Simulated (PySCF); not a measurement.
C₆ coefficients of unlike pairs at MN15

Calculated with PySCF 2.14 from the dipole response of each species, C₆(A,B) = (3/π) ∫ α_A(iu) α_B(iu) du, in atomic units, from isotropic polarisabilities. For ions this is the dispersion term alone; charge-induced terms of lower order in 1/R come first.

```json
{"species": "Bi", "configuration": "[Xe] 4f14 5d10 6s2 6p3 (4S)", "basis": "aug-cc-pVQZ-PP with one added diffuse shell each of s, p, d, f, g type with ECP60MDF (8s8p6d4f3g)", "relativity": "core potential", "α (bohr³)": "50.58", "C₆ (like pair)": "595.2"}
{"species": "Al(2+)", "configuration": "[Ne] 3s1 (2S)", "basis": "aug-cc-pCVQZ-DK (10s9p7d5f3g)", "relativity": "spin-free X2C", "α (bohr³)": "16.14", "C₆ (like pair)": "45.49"}
{"species": "Si+", "configuration": "[Ne] 3s2 3p1 (2P)", "basis": "aug-cc-pV(Q+d)Z (7s6p5d3f2g)", "relativity": "none", "α (bohr³)": "18.97", "C₆ (like pair)": "96.51"}
{"species": "Al", "configuration": "[Ne] 3s2 3p1 (2P)", "basis": "aug-cc-pCVQZ-DK (10s9p7d5f3g)", "relativity": "spin-free X2C", "α (bohr³)": "71.16", "C₆ (like pair)": "627.6"}
```

Task: Estimate C₆ for Al with Bi.

Result: The integral gives 583.6. The combination rule 2 C_A C_B / (C_A α_B/α_A + C_B α_A/α_B) gives 582.1 and the geometric mean 611.2.

No spin-orbit coupling is included, so Bi, close to jj coupling, stand for model states.

The other pairs:

| pair | C₆ |
| --- | --- |
| Al, Al(2+) | 167.2 |
| Al(2+), Bi | 162.0 |
| Si+, Bi | 238.9 |
| Si+, Al(2+) | 64.92 |
| Al, Si+ | 233.0 |
